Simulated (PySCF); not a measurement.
# Telling isomers of C4H7BO3 apart by NMR

Calculated, not measured (PySCF 2.14): geometry: PBE0-D3(BJ)/def2-SVP, NMR shieldings at PBE0/pcSseg-1/GIAO, J couplings at B3LYP/pcJ-1 (spin–dipole term left out of most H,H and C,H couplings). No relativistic terms, one averaged value for each set of equivalent atoms, no solvent, one conformer.

Shifts are taken against calculated references (same method and geometry level): TMS for 1H (31.27 ppm) and 13C (184.41 ppm). Multiplet labels drop J under 1 Hz and among equivalent protons, and merge close values. Unscaled 3J(H,H) run several per cent high. Vicinal couplings that depend on rotamer populations or ring flexing (ring, CH–CH, X–H and H–F types) are those of the one conformer. Couplings to H on boron are left out. Carbons bonded to boron are broad in practice. Shifts are as computed. Against solution values, carbons near 30 ppm lie about +2 ppm off and those near 130 ppm about +5 ppm. Of 1309 compounds with measured shifts, 239 miss one by over three times the rms of a fit or turn the order of signals round; such compounds aren't used in these exercises.

(1) Tabulate the signals of `COC1=[O+][BH2-]OC=C1`, `O=CC1COBOC1` and their relative energies.

(2) What is the quickest way to tell COC1=[O+][BH2-]OC=C1 from O=CC1COBOC1?

Answers

(1) 
| SMILES | carbon types | δC | δH | E rel. (kcal/mol) |
| --- | --- | --- | --- | --- |
| COC1=[O+][BH2-]OC=C1 | 1×C 2×CH 1×CH3 | 184.1, 180.2, 90.7, 54.1 | 7.62 (d, 1H), 5.08 (d, 1H), 3.78 (br, 2H), 3.77 (s, 3H) | 22.0 |
| O=CC1COBOC1 | 2×CH 2×CH2 | 202.1, 60.4, 53.1 | 9.49 (d, 1H), 4.13 (br, 1H), 4.11 (t, 2H), 3.88 (dd, 2H), 2.53 (tq, 1H) | 0.0 |

Energies are electronic energies at PBE0/pcSseg-1 on these geometries, without zero-point or thermal terms, each for the one conformer computed, which needn't be the lowest.

(2) Count the carbon signals: 4 against 3. The first has an ester carbonyl carbon (C) at 180.2 ppm, the second an sp3 CH2 bonded to O at 60.4 ppm. Their most deshielded carbons lie at 184.1 and 202.1 ppm. In the proton spectra the most deshielded non-exchanging signals are 7.62 (d, J = 5.0 Hz, 1H) and 9.49 (d, J = 5.6 Hz, 1H).
